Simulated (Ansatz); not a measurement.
Species: sum formula CuOH, charge 0, multiplicity 1. SMILES: [OH][Cu]
Structure (B3LYP-D3(BJ)/def2-TZVP (Ansatz, a first-principles code) minimum search):
```
O
H 1 0.9649
Cu 1 1.7954 2 108.72
```
Charge 0, spin multiplicity 1.

Computed values are from Ansatz. Cores are frozen in the correlated levels unless marked. UHF or UKS for open shells. No spin-orbit coupling. The frozen core is the preceding noble-gas configuration, with the filled d and f shells of earlier blocks. Non-relativistic. CBS(X,Y): correlation extrapolated as X^-3; Hartree-Fock from the larger set. The bracket is a focal-point correction in the basis named.

| Quantity | Result |
|---|---|
| atomisation energy De | 180.4 kcal/mol at CCSD(T)/CBS(def2-TZVPPD,def2-QZVPPD) |
| vertical ionisation energy (to the doublet) | 9.48 eV at RI-MP2/CBS(def2-TZVPPD,def2-QZVPPD)+[CCSD(T)-MP2]/def2-TZVPPD |
| vertical triplet-singlet gap | 2.02 eV at RI-MP2/CBS(def2-TZVPPD,def2-QZVPPD)+[CCSD(T)-MP2]/def2-TZVPPD |
| total energy | -1715.2436 Eh at CCSD(T)/CBS(def2-TZVPPD,def2-QZVPPD) |
| dipole moment | 5.04 D at CCSD(T)/def2-SVPD |

The T1 diagnostic of CCSD in the largest basis is 0.039, which is high, so the coupled-cluster rows are less sure than usual.
